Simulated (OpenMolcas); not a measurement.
Computed levels of 4d⁷ in ions with 43 electrons, in cm-1 above ⁴F_9/2.

```yaml
Program: OpenMolcas
Method: CASSCF
Basis: ANO-R2
Scalar_Hamiltonian: X2C, finite nucleus
Spin-orbit_coupling: RASSI with atomic mean-field integrals over the reference wave functions, term energies averaged over their components
```

Active space for each ion: 7 electrons in 10 orbitals (4d 5d).

```json
{"Level": "⁴F_7/2", "Rh2+": "2039", "Ag4+": "3437"}
{"Level": "⁴F_5/2", "Rh2+": "3372", "Ag4+": "5548"}
{"Level": "⁴F_3/2", "Rh2+": "4226", "Ag4+": "6863"}
{"Level": "⁴P_5/2", "Rh2+": "14505", "Ag4+": "18317"}
{"Level": "⁴P_3/2", "Rh2+": "14571", "Ag4+": "18029"}
{"Level": "²G_9/2", "Rh2+": "15290", "Ag4+": "19214"}
{"Level": "⁴P_1/2", "Rh2+": "15905", "Ag4+": "20535"}
{"Level": "²G_7/2", "Rh2+": "17355", "Ag4+": "22650"}
{"Level": "²H_11/2", "Rh2+": "20199", "Ag4+": "25531"}
```

Problem. Estimate ⁴F_3/2, ⁴P_5/2, ⁴P_3/2 for Pd3+ from its neighbours Rh2+ and Ag4+.

Solution. ⁴F_3/2 is fine structure, which grows about as the fourth power of a screened charge, so the fourth roots are averaged: ((4226^0.25 + 6863^0.25) / 2)^4 = 5425. The calculation gives 5508, so the estimate is off by -1.5 %.
⁴P_5/2 is another term, which grows about linearly with the charge: (14505 + 18317) / 2 = 16411. The calculation gives 16420, so the estimate is off by -0.1 %.
⁴P_3/2 is another term, which grows about linearly with the charge: (14571 + 18029) / 2 = 16300. The calculation gives 16336, so the estimate is off by -0.2 %.

Mixed levels, with the weight of the term that names them: Ag4+ ⁴P_3/2 (72 %).

Without dynamic correlation excited terms often stand tens of per cent too high (terms of higher spin than the ground term too low), and those without a measured partner can miss by more than the paired ones. Active for correlation alone: 5d; no level in the range computed is led by a configuration that fills it, so any true level of that kind is missing. Levels of configurations outside the active space are missing.
